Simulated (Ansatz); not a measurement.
Ansatz (an electronic-structure program) input (revPBE/def2-TZVPD):

Ansatz 0.2 input:
```yaml
crystal:
  periodic: [false, false, false]
  atoms:
    - {symbol: C, position_ang: [2.03662140, 0.19855848, -1.01463783]}
    - {symbol: In, position_ang: [0.00172260, 0.04955240, -0.31937012]}
    - {symbol: C, position_ang: [-2.02560350, 0.12362542, -1.04803333]}
    - {symbol: Cl, position_ang: [-0.01097697, -0.31908239, 2.04799090]}
    - {symbol: H, position_ang: [2.51022572, 1.03865786, -0.50798236]}
    - {symbol: H, position_ang: [2.08650167, 0.34123262, -2.09207398]}
    - {symbol: H, position_ang: [2.56051797, -0.71494504, -0.73630646]}
    - {symbol: H, position_ang: [-2.06360315, 0.29795289, -2.12129673]}
    - {symbol: H, position_ang: [-2.54805584, 0.92293621, -0.52397311]}
    - {symbol: H, position_ang: [-2.50949245, -0.82260475, -0.80904945]}
basis:
  gaussian:
    orbitals: def2-TZVPD
hamiltonian:
  xc: {name: revPBE}
output: {forces: true}
```

End of the output:

```
mean field -19869.67767967 eV, -730.1971865765 hartree, gradient 4.0e-5 eV, S^2 0.000000; 0 other end points of the search recorded, 0 dependent functions left out
the calculation of the forces begins
reference -19869.67775780 eV, -730.1971894479 hartree; 28, 28 occupied and 202, 202 virtual orbitals, 1365 factors
Total energy: -19869.67775780 eV, -730.1971894479 hartree
Atom 0 at     2.036621     0.198558    -1.014638 Å, force    -0.138058    -0.006974     0.027501 eV/Å
Atom 1 at     0.001723     0.049552    -0.319370 Å, force    -0.000002     0.010179    -0.061994 eV/Å
Atom 2 at    -2.025603     0.123625    -1.048033 Å, force     0.138177    -0.001818     0.028694 eV/Å
Atom 3 at    -0.010977    -0.319082     2.047991 Å, force    -0.000990    -0.029128     0.186714 eV/Å
Atom 4 at     2.510226     1.038658    -0.507982 Å, force     0.136775     0.235543     0.142149 eV/Å
Atom 5 at     2.086502     0.341233    -2.092074 Å, force     0.010508     0.040260    -0.308035 eV/Å
Atom 6 at     2.560518    -0.714945    -0.736306 Å, force     0.151467    -0.256369     0.077303 eV/Å
Atom 7 at    -2.063603     0.297953    -2.121297 Å, force    -0.006754     0.049308    -0.306690 eV/Å
Atom 8 at    -2.548056     0.922936    -0.523973 Å, force    -0.151064     0.224845     0.147647 eV/Å
Atom 9 at    -2.509492    -0.822605    -0.809049 Å, force    -0.140060    -0.265847     0.066710 eV/Å
Dipole moment:     0.004282     0.123997    -0.795741 e Å
```
